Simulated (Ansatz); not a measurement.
C2H11AlClNSi, SMILES `[CH3][Al-]([CH3])([Cl])[NH2+][SiH3]` at its PBE0-D4/def2-TZVP geometry, where that method's forces vanish. The species carries charge 0 and has multiplicity 1.

```xyz
17

C     1.0621   -1.9199   -0.6380
Al    0.7565   -0.4565    0.6312
C     1.4724    1.3408    0.3008
Cl    0.7972   -1.0387    2.7167
N    -1.2941   -0.2202    0.5265
Si   -1.8744    1.0215   -0.6189
H     0.5182   -2.8318   -0.3695
H     2.1221   -2.1911   -0.6743
H     0.7744   -1.6492   -1.6605
H     1.0939    2.0893    1.0036
H     1.2851    1.7089   -0.7139
H     2.5608    1.3213    0.4246
H    -1.6509   -1.1484    0.3129
H    -1.5612   -0.0277    1.4899
H    -1.5467    2.3346   -0.0289
H    -3.3404    0.8817   -0.8026
H    -1.1750    0.7853   -1.8996
```

Q: What forces (eV/Å) does r2SCAN-D4/def2-TZVPP give on these atoms in Ansatz 0.2.0? (An estimate is asked.)

A: The calculation gave: 
```
C1  -0.002  0.043  0.024
Al2 -0.005  0.001 -0.006
C3  -0.016 -0.045 -0.005
Cl4  0.013 -0.014  0.034
N5   0.048  0.009 -0.011
Si6 -0.037  0.046 -0.042
H7   0.013  0.002 -0.019
H8  -0.019 -0.014 -0.018
H9   0.015 -0.031  0.005
H10  0.017  0.007 -0.018
H11  0.016  0.021  0.019
H12 -0.010  0.023 -0.004
H13 -0.021 -0.020  0.017
H14 -0.021 -0.014  0.014
H15 -0.008 -0.033 -0.020
H16  0.033  0.010 -0.002
H17 -0.017  0.009  0.033
```
